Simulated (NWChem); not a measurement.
System: CdSiNH$_{5}$; SMILES [NH2][Cd][SiH3]

The following NWChem deck was run.

```
start job
memory heap 200 mb stack 900 mb global 1100 mb
geometry units angstroms noautoz
  Cd     0.590199     0.278060    -0.007177
  N      0.869767     2.273740    -0.016513
  H      0.492311     2.807895     0.763177
  H      0.636111     2.779322    -0.868287
  Si     0.411395    -2.201276     0.006902
  H      1.095982    -2.813397    -1.177474
  H     -1.017995    -2.649519    -0.030003
  H      1.030101    -2.800506     1.233301
end
basis spherical
  * library def2-svp
end
ecp
  Cd library def2-ecp
end
dft
  xc xpbe96 cpbe96
  iterations 150
  mulliken
end
task dft energy
```

The geometry was optimised at PBE0/def2-SVP. def2 effective core potentials on Cd; no spin-orbit coupling.

**Question.** What results follow from this input? (PBE/def2-SVP with def2 effective core potentials on Cd.) Quantities: energy (Ha); highest occupied level (eV); orbital gap (eV); dipole (D).

**Answer.** 
```
Item                           Value
---------------------------  -------
energy (Ha)                  -514.61
highest occupied level (eV)    -5.03
orbital gap (eV)                3.60
dipole (D)                      1.19
```
